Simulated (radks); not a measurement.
Effect of the nuclear size on the gallium ion Ga3+, [Ar] 3d10. Calculated with a radial shooting solver on a logarithmic mesh with Libxc functionals: Dirac Kohn-Sham, LDA (Slater exchange, Perdew-Wang correlation), spin-unpolarised, spherical densities, finite nucleus; Fermi nuclear charge, rms radius 3.9973 fm. The rms radius is varied about that value; shifts are against it.

rms radius (fm)  total energy shift (eV)  density at nucleus (e/bohr^3)  1s1/2 shift (meV)  2s1/2 shift (meV)  3s1/2 shift (meV)  4s1/2 (empty) shift (meV)
3.5736                           -0.0563                      2.827e+04              -24.0              -2.32             -0.355                     -0.041
3.6136                           -0.0512                      2.825e+04              -21.8              -2.11             -0.323                     -0.038
3.9973                                 0                      2.808e+04              0.000              0.000              0.000                      0.000
4.2771                            0.0404                      2.796e+04               17.2               1.67              0.255                      0.030
4.9007                             0.140                      2.774e+04               59.5               5.77              0.881                      0.103

Slopes of the eigenvalues against <r^2> in GHz/fm^2, as finite differences over the two radii next to the reference (eigenvalue slopes, not the field-shift constants of lines): 1s1/2 1800, 2s1/2 175, 3s1/2 26.7, 4s1/2 (empty) 3.11.
